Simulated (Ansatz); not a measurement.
Relaxation of a periodic cell of 31 atoms, Al₃₀Cu (host Al, host structure fcc, dopant Cu, one Al atom removed), to a largest force component of 0.03 eV/Å in at most 60 steps.

Computed with DFT PBE-D3(BJ), scalar-relativistic, plane waves, PAW (Ansatz). Settings: PAW set soft_1, cutoff 420 eV, k mesh 3x3x3, gaussian smearing 0.1 eV, no spin polarisation.

```xyz
31
Lattice="8.1000 0.0000 0.0000 0.0000 8.1000 0.0000 0.0000 0.0000 8.1000" Properties=species:S:1:pos:R:3
Al 4.113 0.000 -0.007
Al 6.032 2.059 0.018
Al 6.092 -0.022 1.975
Al -0.020 0.000 -0.006
Al 2.006 2.054 0.002
Al 4.106 4.051 0.005
Al 6.057 6.071 -0.045
Al 2.047 -0.036 2.017
Al 4.016 2.043 2.035
Al 6.118 4.086 2.016
Al 4.009 -0.011 4.071
Al 6.068 2.040 4.003
Al 6.113 0.000 6.047
Al -0.040 4.001 -0.012
Al 2.060 6.074 -0.031
Cu 0.015 1.999 1.993
Al 2.089 4.019 1.970
Al 4.105 6.044 2.020
Al -0.047 -0.008 4.049
Al 2.029 1.991 3.984
Al 4.027 4.003 4.069
Al 6.049 6.055 4.025
Al 2.090 -0.009 6.091
Al 4.068 2.034 6.079
Al 6.090 4.065 6.089
Al -0.037 6.031 2.033
Al 2.026 6.063 4.017
Al 0.003 2.043 6.040
Al 2.062 4.042 6.040
Al 4.067 6.067 6.126
Al 0.035 6.107 6.076
```

**Question.** Where does it end, and by what steps?

**Answer.** It converged. The force dipped under the threshold on the way, but the program's further checks kept it going. Limits of this set-up: coarse k mesh, a small cell, in which the defect meets its images. After 3 steps the energy has fallen by 0.288 eV; Al17 moved furthest, 0.18 Å.

```csv
step,energy less start (eV),largest force component (eV/Å),accepted
0,0.0000,0.557,yes
1,-0.2728,0.124,yes
2,-0.2884,0.014,yes
3,-0.2884,0.014,yes
```

```xyz
31
Lattice="8.1000 0.0000 0.0000 0.0000 8.1000 0.0000 0.0000 0.0000 8.1000" Properties=species:S:1:pos:R:3
Al 4.059 -0.003 -0.009
Al 6.086 2.008 0.014
Al 6.084 0.020 2.002
Al 0.007 0.000 -0.008
Al 2.033 2.008 0.015
Al 4.061 4.039 0.007
Al 6.074 6.080 -0.007
Al 2.030 0.017 2.002
Al 4.057 2.017 2.012
Al 6.180 4.011 2.053
Al 4.055 0.011 4.038
Al 6.179 2.061 4.005
Al 6.074 0.000 6.071
Al 0.008 4.015 0.008
Al 2.044 6.076 -0.007
Cu 0.009 1.970 1.964
Al 1.936 4.009 2.055
Al 4.058 6.072 2.006
Al 0.006 0.014 4.008
Al 1.934 2.059 4.003
Al 4.057 4.040 4.036
Al 6.100 6.052 4.041
Al 2.042 -0.004 6.073
Al 4.057 2.010 6.066
Al 6.100 4.049 6.047
Al 0.008 6.057 2.036
Al 2.016 6.051 4.041
Al 0.008 2.044 6.050
Al 2.017 4.046 6.047
Al 4.059 6.080 6.076
Al 0.010 6.047 6.041
```

Time of the run: 60 s on 4 threads of Arm Neoverse V1 (shared host), peak memory 1.4 GiB.
